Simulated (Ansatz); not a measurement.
Cost against result

Saddle point of Si$_{2}$NH$_{8}$O$_{2}$F$_{3}$, closed shell (Si₂H₄O₂F₂ ([OH][Si]([F])([F])[O][SiH3]) + NH₃ + HF → SiNH₃OF₂ ([NH2][Si]([OH])([F])[F]) + SiH₄O ([OH][SiH3]) + HF; bonds formed: O2–H9, H7–F10; dative contacts that become bonds: Si1–N8; bonds broken: Si1–O2, H7–N8, H9–F10), PBE0-D4/def2-TZVP structure:

| atom | x (Å) | y (Å) | z (Å) |
| --- | --- | --- | --- |
| Si1 | -0.9882 | -0.0585 | 0.4874 |
| O2 | 0.6081 | 0.0569 | -0.6716 |
| Si3 | 0.7315 | 0.7951 | -2.1699 |
| F4 | -1.3169 | 1.3751 | -0.1573 |
| F5 | -1.4118 | -1.3001 | -0.4186 |
| O6 | -2.1822 | -0.1150 | 1.6400 |
| H7 | 1.1655 | -1.0599 | 1.2662 |
| N8 | 0.2821 | -0.3218 | 1.7485 |
| H9 | 1.2963 | -0.6626 | -0.3682 |
| F10 | 1.9353 | -1.5269 | 0.5144 |
| H11 | 1.9049 | 0.1842 | -2.8376 |
| H12 | 0.9453 | 2.2475 | -1.9810 |
| H13 | -0.5047 | 0.5468 | -2.9428 |
| H14 | -3.0857 | -0.0587 | 1.3264 |
| H15 | 0.7757 | 0.5411 | 1.9590 |
| H16 | -0.1552 | -0.6433 | 2.6052 |

Barriers are electronic and count from the start structure reached by relaxing down the imaginary mode.

Ansatz 0.2.0; basis: as named in each row; cores frozen in the correlated methods. B3LYP uses VWN-RPA correlation. Extrapolation: Hartree–Fock as exp(−7.88 √X), correlation as X^−2.97.

Times are rough, for one single point on 4 threads of a shared host (AMD EPYC 7R13), with one NVIDIA H100 (or a share of it) where marked.

The estimate by CCSD(T) at an estimated basis limit (MP2 extrapolated from triple and quadruple zeta, plus CCSD(T) − MP2 in triple zeta) is 1.226 eV.

```csv
method,basis,time (s),barrier (eV),method less estimate
HF,STO-3G,under 1,0.549,-0.677
PBE-D4,STO-3G,under 1,-0.885,-2.111
SPW92,def2-SVP,under 1,0.611,-0.615
B3LYP-D4,6-31G,1,0.734,-0.492
PBE-D4,def2-SVP,1,0.840,-0.386
PBE-D4,def2-TZVPP,2 (H100),0.939,-0.287
SPW92,def2-TZVPP,2 (H100),0.720,-0.506
r2SCAN-D4,def2-TZVPP,2 (H100),1.043,-0.183
BLYP-D4,def2-TZVPP,2 (H100),1.008,-0.218
PBE0-D4,def2-SVP,2,1.006,-0.220
B2PLYP,def2-TZVPP,2 (H100),1.156,-0.070
B97M-V,def2-TZVPP,3 (H100),1.231,0.004
BHLYP-D4,def2-TZVPP,3 (H100),1.262,0.036
r2SCAN0-D4,def2-TZVPP,3 (H100),1.135,-0.091
PBE0-D4,def2-TZVPP,3 (H100),1.074,-0.152
B3LYP-D4,def2-TZVPP,3 (H100),1.105,-0.121
wB97M-V,def2-TZVPP,4 (H100),1.158,-0.068
CAM-B3LYP-D4,def2-TZVPP,4 (H100),1.103,-0.123
PBE-QIDH,def2-TZVPP,4 (H100),1.175,-0.052
RPA on PBE,def2-TZVPP,4 (H100),1.201,-0.025
CCSD(T),def2-SVP,4 (H100),1.269,0.043
wB97X-V,def2-TZVPP,6 (H100),1.150,-0.076
MP2,def2-QZVPP,6 (H100),1.186,-0.040
wB97M-V,def2-SVP,6,1.072,-0.154
CCSD(T),def2-TZVPP,21 (H100),1.225,-0.001
```

All methods are single points on the PBE0-D4 structures; a negative value means that the method puts the saddle structure below the start.

No T1 diagnostic of these runs exceeds 0.012.

Labels in which every atom is bracketed show which atoms are joined, not bond orders.
